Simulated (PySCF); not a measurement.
The same groups moved round the core (styrene fluoro+silyl). All species are isolated molecules in the gas phase. One relaxed conformer stands for each flexible species; it need not be the lowest. Strings in code marks are SMILES.

The brightest of the four lowest singlets (TDA) from two functionals at the same geometries (PBE0-D3(BJ)/def2-SVP), both in PySCF: PBE-D3(BJ)/def2-TZVP and PBE0-D3(BJ)/def2-TZVP. Excitations are Tamm–Dancoff values on a coarser integration grid. The basis has no diffuse functions, so Rydberg states are missing or too high.

| species | PBE-D3(BJ)/def2-TZVP (eV) | PBE0-D3(BJ)/def2-TZVP (eV) |
|---|---|---|
| `C=C(F)c1ccccc1[SiH3]` (F–C–C–C torsion 157°) | 4.75 | 5.16 |
| `C=Cc1c(F)cccc1[SiH3]` (C–C–C–C torsion 145°) | 4.88 | 5.28 |
| `C=Cc1cc(F)ccc1[SiH3]` (C–C–C–C torsion 20°) | 4.89 | 5.17 |
| `c1(cc([SiH3])ccc1F)C=C` (C–C–C–C torsion 3°) | 4.91 | 5.22 |

Over these rows, drawn at random from the members with no instability flagged (it was tested for open shells, ions and some series alone), PBE minus PBE0-D3(BJ): mean -0.35 eV, from -0.41 eV to -0.28 eV.
